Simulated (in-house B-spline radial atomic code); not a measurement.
Computed with a B-spline radial atomic code. Model: two electrons, singlet ground state, non-relativistic, full CI in B-splines with partial waves to l = 8 (at full coupling up to 3e-4 hartree above the limit, correlation up to 0.6 % small), density held at that of full coupling by Lieb maximisation.

W(λ) is the mean repulsion in the state of coupling λ less the Hartree energy of the fixed density. Its start is exact exchange, its initial slope is twice the second-order Görling-Levy correlation energy, and its area from 0 to 1 is E_xc. A straight curve means weak, dynamic correlation, and a curve that drops fast and flattens means strong correlation.

Command:
```bash
python run_ac.py task.json out
```
Settings (lengths in bohr, energies in hartree):
```
potential              coulomb
strength               1.81
lmax                   8
wall_radius            6.42
```

Time taken, with all properties: 17 s on 1 thread of Intel(R) Xeon(R) Processor @ 2.30GHz, on a shared host.

**W = mean repulsion less Hartree energy, and W of three functionals.**

Given: confinement point charge; nuclear charge 1.81; hard wall radius 6.42 bohr; external potential -Z/r.

Computed: PBE exchange minus exact 8.6716 millihartree; SCAN exchange minus exact -5.383 millihartree.

```tsv
coupling	W xc (hartree)	W xc minus exchange (millihartree)	kinetic minus Kohn-Sham (millihartree)	LDA (PW92) W minus its exchange (millihartree)	PBE W minus its exchange (millihartree)	SCAN W minus its exchange (millihartree)
0	-0.90544	0	0	0	0	0
0.02	?	?	?	?	?	?
0.05	?	?	?	?	?	?
0.12	-0.91677	-11.329	0.67	-44.59	-10.58	-10.39
0.25	-0.9283	-22.858	2.8	-73.75	-21.85	-20.71
0.4	-0.94073	-35.286	6.83	-99.8	-34.25	-31.68
0.6	-0.95599	-50.548	14.43	-127.71	-49.69	-45.07
0.8	-0.96993	-64.484	24.17	-150.78	-63.94	-57.27
1	-0.9827	-77.251	35.64	-170.54	-77.11	-68.47
1.4	-1.0052	-99.793	62.57	-203.31	-100.61	-88.38
2	-1.0331	-127.63	109.58	-241.49	-130.2	-113.43
3	-1.0682	-162.75	196.4	-288.08	-168.86	-146.11
4.5	-1.1044	-199	330.48	-336.38	-211.11	-181.52
7	-1.142	-236.56	542.26	-388.7	-258.65	-220.14
10	-1.1692	-263.76	770.23	-429.24	-296.37	-248.94
```

Q: What belongs in the row 0.02?

A: W xc (hartree): -0.90738; W xc minus exchange (millihartree): -1.936; kinetic minus Kohn-Sham (millihartree): 0.02; LDA (PW92) W minus its exchange (millihartree): -11.55; PBE W minus its exchange (millihartree): -1.74; SCAN W minus its exchange (millihartree): -1.81.

Q: What belongs in the row 0.05?

A: W xc (hartree): -0.91025; W xc minus exchange (millihartree): -4.804; kinetic minus Kohn-Sham (millihartree): 0.12; LDA (PW92) W minus its exchange (millihartree): -23.48; PBE W minus its exchange (millihartree): -4.39; SCAN W minus its exchange (millihartree): -4.46.

Q: What is the LDA exchange minus exact?

A: 124.1 millihartree.

**Energy parts, natural occupations and partial-wave weights.**

Computed: total energy -2.2981 hartree; exchange energy -0.90544 hartree; correlation energy -0.041611 hartree; kinetic part of the DFT correlation energy 0.035639 hartree; Hartree energy 1.8109 hartree; Kohn-Sham kinetic 2.2631 hartree; Lieb Oxford ratio E_xc over LDA exchange 1.2121.

| natural | occupation of the shell (electrons) |
| --- | --- |
| s | 1.9799 |
| s | 0.0099254 |
| p | 0.0092414 |
| d | ? |
| p | 0.00028688 |
| s | 0.00015106 |

Q: What belongs in the row d?

A: occupation of the shell (electrons): 0.00037298.

| wave | weight |
| --- | --- |
| s | 0.99498 |
| p | 0.0047774 |
| d | 0.00020822 |
| f | ? |
| g | 6.3603e-06 |

Q: What belongs in the row f?

A: weight: 2.7995e-05.

Q: What is the kinetic part over minus potential part?

A: 0.46135.

Q: What is the initial slope twice GL2?

A: -0.097312 hartree.

Half-way to full coupling W has made 56 % of its drop, against 50 % for a straight line, and second-order (GL2) theory, half the initial slope, overshoots the correlation energy by about 17 %: a moderate bend, as in light atoms. Over couplings 0 to 1 the errors in E_xc come to about +59 millihartree for LDA, +9.4 millihartree for PBE, -0.9 millihartree for SCAN, so SCAN is nearest. In LDA and SCAN the errors of exchange and correlation have opposite signs, so the sum is smaller than the larger of the two.
